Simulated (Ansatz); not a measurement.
One change: `FB1CO1` becomes `BOB1CO1`.

Ansatz, PBE0-D4/def2-TZVP geometries, multiplicity 1. Each molecule was computed in one conformer, which needn't be the lowest.

| property | `FB1CO1` |
| --- | --- |
| ideal-gas entropy at 298 K and 1 bar (rigid rotor, harmonic PBE0-D4/def2-TZVP) / J/(mol·K) | 269 |
| zero-point energy (PBE0-D4/def2-TZVP) / kJ/mol | 97.1 |
| HOMO–LUMO gap (ωB97M-V/def2-TZVPP) / eV | 12.89 |
| LUMO energy (ωB97M-V/def2-TZVPP) / eV | 1.90 |
| HOMO energy (B3LYP/def2-TZVPP) / eV | -8.43 |
| size of the dipole moment (PBE/def2-TZVPP) / D | 1.46 |

(1) What does the change do to each property? (Estimate.)

Results:

(1) Ansatz gave: 
```tsv
property	`BOB1CO1`	shift
ideal-gas entropy at 298 K and 1 bar (rigid rotor, harmonic PBE0-D4/def2-TZVP) / J/(mol·K)	322	53
zero-point energy (PBE0-D4/def2-TZVP) / kJ/mol	158.5	61.4
HOMO–LUMO gap (ωB97M-V/def2-TZVPP) / eV	11.47	-1.42
LUMO energy (ωB97M-V/def2-TZVPP) / eV	0.77	-1.13
HOMO energy (B3LYP/def2-TZVPP) / eV	-8.13	0.30
size of the dipole moment (PBE/def2-TZVPP) / D	0.97	-0.49
```

With PBE0 the HOMO rises by 0.29 eV and the LUMO falls by 1.73 eV, so the gap narrows by about 2.02 eV. PBE moves the HOMO by 0.23 eV and ωB97M-V by 0.29 eV. The zero-point energy changes by 61.4 kJ/mol with +9 modes. Dipoles are sizes alone; their direction can turn. Modes under 60 cm⁻¹, often nearly free rotors, make the harmonic entropy too high.

B3LYP here is the variant with VWN-RPA as its local correlation; programs differ in this.
